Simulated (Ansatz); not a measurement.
Ga2P2⁻, 4 atoms. Hardware: 4 threads of Arm Neoverse V2 on a shared host.

The 6-31G sets use Cartesian d functions. Correlated methods freeze 28 core orbitals; core or outer-core shells of Ga are correlated, in sets that lack core-valence functions.

(1) How many basis functions does each of these Ansatz runs have, and roughly what does it cost? PBE0-D4/def2-TZVPD, charge -1 doublet, energy, from earlier orbitals; PBE-D4/def2-TZVPD, charge -1 doublet, energy, from earlier orbitals; PBE-D4/def2-TZVPD, charge 0 singlet at the geometry of the charge -1 doublet, energy, from earlier orbitals; PBE0-D4/def2-TZVPD, charge 0 triplet at the geometry of the charge -1 doublet, energy; LC-ωPBE (ω = 0.15 bohr⁻¹)/def2-SVPD, charge -1 quartet, energy, from earlier orbitals; MP2/def2-TZVPD, charge -1 doublet, energy, from earlier orbitals; r2SCAN-D4/def2-TZVPD, charge 0 triplet at the geometry of the charge -1 doublet, energy, from earlier orbitals; LC-ωPBE (ω = 0.30 bohr⁻¹)/def2-SVPD, charge 0 singlet at the geometry of the charge -1 doublet, energy, from earlier orbitals; LC-ωPBE (ω = 0.15 bohr⁻¹)/def2-SVPD, charge 0 singlet at the geometry of the charge -1 doublet, energy, from earlier orbitals; B3LYP-D4/6-31G, charge -1 doublet, energy; PBE-D4/def2-SVPD, charge -1 doublet, energy, from earlier orbitals; HF/STO-3G, charge -1 doublet, energy.

Results:

(1) Other jobs shared the machine, so times can vary by a factor of up to 3. A dash marks memory too small to be measured apart from the calling script's.

| run | functions | fitting or Cholesky vectors | wall time | peak host memory (GiB) |
| --- | --- | --- | --- | --- |
| LC-ωPBE (ω = 0.15 bohr⁻¹)/def2-SVPD, charge 0 singlet at the geometry of the charge -1 doublet, energy, from earlier orbitals | 124 | 1296 | 1.7 s | – |
| LC-ωPBE (ω = 0.30 bohr⁻¹)/def2-SVPD, charge 0 singlet at the geometry of the charge -1 doublet, energy, from earlier orbitals | 124 | 1296 | 1.9 s | – |
| B3LYP-D4/6-31G, charge -1 doublet, energy | 84 | 780 | 2 s | – |
| PBE-D4/def2-TZVPD, charge 0 singlet at the geometry of the charge -1 doublet, energy, from earlier orbitals | 194 | 1302 | 2.1 s | – |
| HF/STO-3G, charge -1 doublet, energy | 54 | 556 | 2.3 s | – |
| PBE-D4/def2-SVPD, charge -1 doublet, energy, from earlier orbitals | 124 | 1296 | 2.5 s | – |
| LC-ωPBE (ω = 0.15 bohr⁻¹)/def2-SVPD, charge -1 quartet, energy, from earlier orbitals | 124 | 1296 | 3.3 s | – |
| PBE-D4/def2-TZVPD, charge -1 doublet, energy, from earlier orbitals | 194 | 1302 | 4.1 s | – |
| MP2/def2-TZVPD, charge -1 doublet, energy, from earlier orbitals | 194 | 1222 | 7.5 s | 0.71 |
| PBE0-D4/def2-TZVPD, charge -1 doublet, energy, from earlier orbitals | 194 | 1432 | 9 s | 0.93 |
| PBE0-D4/def2-TZVPD, charge 0 triplet at the geometry of the charge -1 doublet, energy | 194 | 1432 | 9 s | 0.97 |
| r2SCAN-D4/def2-TZVPD, charge 0 triplet at the geometry of the charge -1 doublet, energy, from earlier orbitals | 194 | 1302 | 12 s | – |
